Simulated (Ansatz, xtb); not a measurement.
**Two conformers of CBO3**

Structure a is `O=BO[C]=O`, a doublet and structure b is `O=BO[C]=O`, a doublet. Both are isolated molecules in the gas phase, relaxed with BLYP-D3(BJ)/def2-SVP.

a (Å):

```yaml
atoms:
  - { symbol: C, position_ang: [1.2177, 1.6152, -1.8270] }
  - { symbol: B, position_ang: [0.9648, 0.9391, 0.4757] }
  - { symbol: O, position_ang: [0.3368, 0.7059, 1.4920] }
  - { symbol: O, position_ang: [1.7212, 1.1828, -0.6274] }
  - { symbol: O, position_ang: [0.0925, 1.8505, -2.1308] }
```

b (Å):

```xyz
5

C     0.7487    1.8308   -0.3271
B    -0.8587    1.5663    1.4412
O    -1.9603    1.6966    1.9433
O     0.3841    1.3915    0.9386
O     1.8189    1.7058   -0.8185
```

Question: Which of the two would you expect CCSD(T)/def2-SVP + ΔMP2/def2-TZVPP electronic energies to favour?

Answer: Structure b; the calculation gives E(b) − E(a) = −2.5 kcal/mol.

How the difference moves with the method:

| level | geometry | E(b) − E(a) (kcal/mol) | departure from the last row (kcal/mol) | job, with rough time for the two |
| --- | --- | --- | --- | --- |
| BLYP-D3(BJ)/def2-SVP | BLYP-D3(BJ)/def2-SVP | −2.9 | −0.4 | optimisation, 49 s |
| HF/def2-SVP | BLYP-D3(BJ)/def2-SVP | −1.1 | +1.4 | part of the CCSD(T) run |
| MP2/def2-SVP | BLYP-D3(BJ)/def2-SVP | −2.7 | −0.3 | part of the CCSD(T) run |
| CCSD(T)/def2-SVP | BLYP-D3(BJ)/def2-SVP | −2.5 | 0.0 | single point |
| CCSD(T)/def2-SVP + ΔMP2/def2-TZVPP | BLYP-D3(BJ)/def2-SVP | −2.5 |  | single point, 23 s |

The levels shown agree on the order. The largest departure from CCSD(T)/def2-SVP + ΔMP2/def2-TZVPP is that of HF/def2-SVP, 1.4 kcal/mol. Levels run at GFN2-xTB geometries aren't shown. The last row adds to CCSD(T) the change of the MP2 difference between the two basis sets, here 0.0 kcal/mol.

With harmonic frequencies from BLYP-D3(BJ)/def2-SVP (ideal gas, rigid rotor, one conformer each, 298.15 K, 1 atm): on the last row, ΔE + ΔZPE = −2.6, ΔH = −2.5, ΔG = −2.4 kcal/mol.

Open shells are spin-unrestricted. The correlated steps freeze 5 core orbitals. Programs: Ansatz 0.2.0; the last row on 1 thread of Arm Neoverse V2 on a shared host.
